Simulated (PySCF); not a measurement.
Geometries of 2 isomers of C4H7BO2S, from PBE0-D3(BJ)/def2-SVP geometry optimisation, gas phase in PySCF. One conformer each, no zero-point energy, no frequencies.

**Question.** Which is lower in electronic energy at this level?
A.
```xyz
15
angstrom
C      2.845   -0.599   -0.022
S      1.179   -1.139    0.446
B      0.154   -0.083   -0.721
O     -1.152   -0.816   -0.956
C     -2.161   -0.627   -0.203
C     -2.255    0.413    0.716
C     -1.246    1.373    0.669
O     -0.207    1.256   -0.049
H      3.020   -0.760   -1.096
H      3.564   -1.200    0.550
H      3.008    0.462    0.216
H      0.693    0.164   -1.777
H     -2.998   -1.322   -0.362
H     -3.141    0.546    1.334
H     -1.328    2.311    1.237
```
B.
```xyz
15
angstrom
C      2.524   -0.373    0.633
C      1.444   -1.058   -0.139
S      1.656   -2.488   -0.887
B      0.034   -0.348   -0.186
O     -0.287    0.656    0.683
C     -1.616    1.070    0.409
C     -2.057    0.211   -0.796
O     -0.962   -0.648   -1.059
H      2.188   -0.199    1.670
H      3.457   -0.953    0.631
H      2.710    0.631    0.214
H     -2.240    0.903    1.301
H     -1.624    2.149    0.188
H     -2.267    0.817   -1.692
H     -2.952   -0.393   -0.580
```

**Answer.** B. That is `CC(=S)B1OCCO1`, 12.0 kcal/mol below the other.

```tsv
SMILES	atoms numbered as above	E (Eh)	relative (kcal/mol)	relative (kJ/mol)	dipole (D)
CC(=S)B1OCCO1	[CH3:1][C:2](=[S:3])[B:4]1[O:5][CH2:6][CH2:7][O:8]1	-729.32410	0.0	0.0	3.82
CS[B@H-]1OC=CC=[O+]1	[CH3:1][S:2][B@H-:3]1[O:4][CH:5]=[CH:6][CH:7]=[O+:8]1	-729.30500	12.0	50.1	4.05
```
